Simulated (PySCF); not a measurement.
All values below come from PBE-D3(BJ)/def2-TZVP (PySCF 2.14.0). Gas-phase values, no solvent. 

Reference species (SMILES): `B` (neutral, multiplicity 1).

The HOMO–LUMO gap comes out as 5.40 eV and the LUMO is -3.06 eV.

Changed species: `BI` (1 of 3 H replaced by I; the reference has 0 of 3 H replaced by I).

Question: Give the shifts of the HOMO–LUMO gap and LUMO.

Answer: the HOMO–LUMO gap drops by 2.10 eV, to 3.30 eV; the LUMO falls by 0.09 eV, to -3.15 eV.
